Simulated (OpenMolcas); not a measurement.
## Mn4+, Tc4+, Re4+: d3 down the group

```yaml
Program: OpenMolcas
Method: XMS-CASPT2, IPEA 0.25 Eh, imaginary shift 0.1 Eh
Basis: ANO-RCC-VTZP
Scalar_Hamiltonian: DKH2, point nucleus
Spin-orbit_coupling: state interaction with AMFI integrals over the reference wave functions, term energies averaged over their components
```

Active space for each ion: 3 electrons in 5 orbitals (d); closed shells correlated by CASPT2: Mn4+ 3s 3p; Tc4+ 4s 4p; Re4+ 5s 5p.

Computed levels in cm-1 above 4F 3/2:

| Level | Mn4+ | Tc4+ | Re4+ |
| --- | --- | --- | --- |
| 4F 5/2 | 374 | 1060 | 4920 |
| 4F 7/2 | 881 | 2380 | 9120 |
| 4F 9/2 | 1506 | 3840 | 12150 |
| 4P 1/2 | 16650 | 12050 | 14770 |
| 4P 5/2 | 17250 | 13710 | 21530 |
| 2G 7/2 | 18690 | 14320 | 19580 |
| 2G 9/2 | 19210 | 15220 | 31120 |
| 2P 1/2 | 23820 | 17630 | 24290 |
| 2D 5/2(1) | 25740 | 20810 | 29640 |
| weight of 4F in the lowest level (%) | 100 | 99 | 85 |

Mixed levels, with the weight of the term that names them: Re4+ 4F 9/2 (66 %), Re4+ 4P 1/2 (65 %), Re4+ 2G 9/2 (55 %), Re4+ 2P 1/2 (65 %).

Measured, with the error of the calculation in %. Measured levels: Mn4+ from Corliss and Sugar, J. Phys. Chem. Ref. Data 6, 1253 (1977); Re4+ from the list in Brasseur, Gamrath and Quinet, At. Data Nucl. Data Tables 157, 101636 (2024).

```
    Level          Mn4+          Re4+
   4F 5/2    359 (+4.1)   4853 (+1.4)
   4F 7/2    835 (+5.5)   8973 (+1.6)
   4F 9/2   1412 (+6.7)  11914 (+2.0)
   4P 1/2  16434 (+1.3)  14325 (+3.1)
   4P 5/2  17049 (+1.2)  20922 (+2.9)
   2G 7/2  17892 (+4.4)  19013 (+3.0)
   2G 9/2  18399 (+4.4)              
   2P 1/2  23082 (+3.2)  23669 (+2.6)
2D 5/2(1)  24630 (+4.5)  28739 (+3.1)
```

The fine-structure level 4F 9/2 changes by a factor of 8.07 from Mn4+ to Re4+.

Without spin-orbit coupling 4P lies 16160, 10850, 10810 cm-1 above 4F in that order; the difference to the level 4P 1/2, of either sign, comes from spin-orbit coupling, which also lowers the zero.

CASPT2 breaks the degeneracy within a term, and the mean is taken; among the terms shown or strongly mixed into the levels shown the widest spread is 2200 cm-1 (4d3 4F, Tc4+). The CASPT2 spread within a term exceeds the gap to the next term for 4d3 2H and 4d3 2D(1), so the order of their levels is uncertain (figures for Tc4+; the like holds for Re4+). Measured partners are found by configuration, term and J. A level has none where our copy of the source lacks it or the pairing is in doubt (some pairs that miss far off the trend of their configuration count as doubtful), and it then counts in no deviation. Only configurations of the active space appear.

A number in round brackets counts repeated terms of one configuration in the order of the reference energies.
